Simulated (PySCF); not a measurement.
Two species compared at the same levels of theory.

First species: C6H6FOP.
Geometry (GFN2-xTB, Å), atoms numbered from 1 in this order:
```xyz
15
C6H6FOP angstrom
C      2.033    0.642    0.062
C      1.895   -0.663   -0.637
F      3.082   -1.098   -1.133
P      0.598   -1.704   -0.894
C     -0.747   -0.739   -0.154
C     -1.208    0.564   -0.507
C     -2.303    0.794    0.262
O     -2.561   -0.261    1.054
C     -1.630   -1.186    0.791
H      2.872    0.587    0.756
H      1.127    0.892    0.605
H      2.253    1.434   -0.657
H     -0.779    1.219   -1.237
H     -2.960    1.638    0.336
H     -1.677   -2.110    1.332
```

Second species: C₆H₆FOP.
Z-matrix (Å and degrees, GFN2-xTB geometry), rows numbered from 1:
```
C 
O   1  1.4041
C   2  1.3548  1  117.25
C   3  1.3926  2  114.81  1  -180.00
C   4  1.3784  3  124.33  2   179.96
C   5  1.3882  4  122.82  3     0.04
C   6  1.3737  5  121.42  4    -0.02
F   7  1.3555  6  117.34  5   179.99
P   7  1.7408  6  128.64  5     0.00
H   1  1.0961  2  111.10  3   -60.59
H   1  1.0961  2  111.10  3    60.58
H   1  1.0885  2  106.32  3   179.99
H   4  1.0808  3  116.04  2    -0.02
H   5  1.0795  4  118.61  3  -179.99
H   6  1.0802  5  120.32  4  -179.99
```

Levels: CAM-B3LYP/def2-SVPD for dipole moment, HOMO energy, LUMO energy, HOMO–LUMO gap, static isotropic polarisability and electronic spatial extent ⟨r²⟩ about the centre of nuclear charge; TDDFT CAM-B3LYP/def2-SVPD for lowest singlet excitation; TDA CAM-B3LYP/def2-SVPD for lowest triplet excitation (Tamm–Dancoff); GFN2-xTB for rotational constant A and rotational constant C. Geometries: GFN2-xTB. Each structure is a single optimised conformer of the isolated species, non-relativistic unless stated; the electronic structure was computed with PySCF and density fitting.

The conformers computed, where there is a choice (atom-mapped SMILES and torsion angles):
- `[CH3:1]/[C:2]([F:3])=[P:4]\[c:5]1[cH:6][cH:7][o:8][cH:9]1`: C2–P4–C5–C6 59°
- `[CH3:1][O:2][c:3]1[cH:4][cH:5][cH:6][c:7]([F:8])[p:9]1`: C1–O2–C3–C4 180°

Values for the first species:

* Dipole moment: 2.54 D
* HOMO energy: -7.87 eV
* LUMO energy: -0.46 eV
* HOMO–LUMO gap: 7.41 eV
* Lowest singlet excitation: 4.63 eV
* Lowest triplet excitation (Tamm–Dancoff): 2.53 eV
* Static isotropic polarisability: 97.4 au
* Electronic spatial extent ⟨r²⟩ about the centre of nuclear charge: 1522 bohr²
* Rotational constant A: 3.462 GHz
* Rotational constant C: 0.713 GHz

Question: Estimate the same properties for the second species, and the change in each.

Answer: 
| property | first | second | second less first |
| --- | --- | --- | --- |
| dipole moment | 2.54 D | 1.92 D | -0.62 D |
| HOMO energy | -7.87 eV | -8.06 eV | -0.19 eV |
| LUMO energy | -0.46 eV | -0.49 eV | -0.03 eV |
| HOMO–LUMO gap | 7.41 eV | 7.57 eV | +0.16 eV |
| lowest singlet excitation | 4.63 eV | 4.54 eV | -0.09 eV |
| lowest triplet excitation (Tamm–Dancoff) | 2.53 eV | 3.19 eV | +0.66 eV |
| static isotropic polarisability | 97.4 au | 99.0 au | +1.6 au |
| electronic spatial extent ⟨r²⟩ about the centre of nuclear charge | 1522 bohr² | 1386 bohr² | -136 bohr² |
| rotational constant A | 3.462 GHz | 2.565 GHz | -0.897 GHz |
| rotational constant C | 0.713 GHz | 0.782 GHz | +0.069 GHz |

On the first: The 8 singlets span 4.63 to 6.69 eV, and their oscillator strengths add up to 0.44. The vertical singlet–triplet gap S1 − T1 is 2.10 eV (TDDFT singlet less Tamm–Dancoff triplet; S1: HOMO→LUMO, weight 0.79; T1: HOMO→LUMO, weight 0.70).

On the second: S1 lies 3.03 eV below the HOMO–LUMO gap; its leading configuration is HOMO→LUMO, weight 0.59. The 8 singlets span 4.54 to 6.76 eV, and their oscillator strengths add up to 0.81.
